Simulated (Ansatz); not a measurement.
A nudged elastic band was laid between two geometries of C$_{2}$H$_{10}$BFSi$_{2}$ (16 atoms, charge 0, multiplicity 1).

The calculation used RKS LDA/def2-SVP in Ansatz.

| Item | Value |
| --- | --- |
| movable images | 3 |
| climbing image | yes |
| spring | 5.0 eV/Å² |
| optimiser | quadratic models (default) |
| start path | IDPP |
| force threshold | 0.05 eV/Å |
| iteration limit | 60 |
| end points | relaxed |

First end point:

```xyz
16
Properties=species:S:1:pos:R:3
C -0.841 -0.890 1.559
B -0.195 0.156 0.603
C 1.318 0.226 0.336
Si 1.159 -0.868 -1.214
Si -1.205 1.520 -0.467
F -0.140 1.944 -1.654
H -0.179 -1.743 1.824
H -1.835 -1.270 1.241
H -1.027 -0.332 2.512
H 1.721 1.194 -0.024
H 1.992 -0.281 1.059
H 1.648 -2.259 -0.914
H 1.872 -0.281 -2.397
H -0.311 -0.995 -1.566
H -1.526 2.786 0.296
H -2.474 1.070 -1.150
```

Last end point:

```xyz
16
Properties=species:S:1:pos:R:3
C -0.880 -0.883 1.539
B -0.266 0.170 0.572
C 1.249 0.394 0.429
Si 1.352 -0.807 -1.046
Si -1.313 1.346 -0.672
F -0.194 1.819 -1.788
H -1.791 -1.395 1.162
H -1.216 -0.297 2.431
H -0.156 -1.638 1.919
H 1.578 1.377 0.034
H 1.904 0.012 1.240
H 1.942 -2.117 -0.600
H 2.120 -0.224 -2.196
H -0.055 -1.106 -1.523
H -1.841 2.609 -0.027
H -2.456 0.715 -1.431
```

(1) What changes between the two ends?

(2) Give the energies along the band, and the barrier.

(3) What is the geometry of the highest image?

The band took 6 iterations and of the order of 60 core-seconds.

Answers

(1) No bond is made or broken. The dihedral H7–C1–B2–Si5 goes from 162 to 34°. The two ends are copies of one structure, up to a mirror image or an exchange of like atoms.

(2) It converged. The highest image is number 2 of 0 to 4, 0.028 eV above the ends, which have the same energy within 2 meV. Another band between the same ends (7 images) ends at a top of the same energy, where a vibrational analysis finds 1 clearly imaginary mode. So few images can step over the top or miss a turn of the path.

| image | path coordinate (Å) | energy (eV) | dihedral H7–C1–B2–Si5 (°) |
| --- | --- | --- | --- |
| 0 | 0.00 | 0.000 | 162 |
| 1 | 0.77 | 0.015 | 137 |
| 2 | 1.55 | 0.028 | 108 |
| 3 | 2.60 | 0.015 | 69 |
| 4 | 3.65 | 0.000 | 34 |

(3) 
```xyz
16
Properties=species:S:1:pos:R:3
C -0.899 -0.820 1.602
B -0.281 0.216 0.614
C 1.239 0.365 0.415
Si 1.323 -0.820 -1.072
Si -1.304 1.376 -0.662
F -0.182 1.811 -1.790
H -0.665 -1.845 1.221
H -1.999 -0.771 1.733
H -0.407 -0.768 2.599
H 1.578 1.341 0.011
H 1.906 -0.016 1.217
H 1.886 -2.142 -0.622
H 2.127 -0.253 -2.207
H -0.076 -1.100 -1.576
H -1.811 2.657 -0.038
H -2.459 0.747 -1.402
```

The run took 30 s on 2 threads of AMD EPYC 9R14 (Zen 4), on a shared host, peak memory 0.2 GiB.
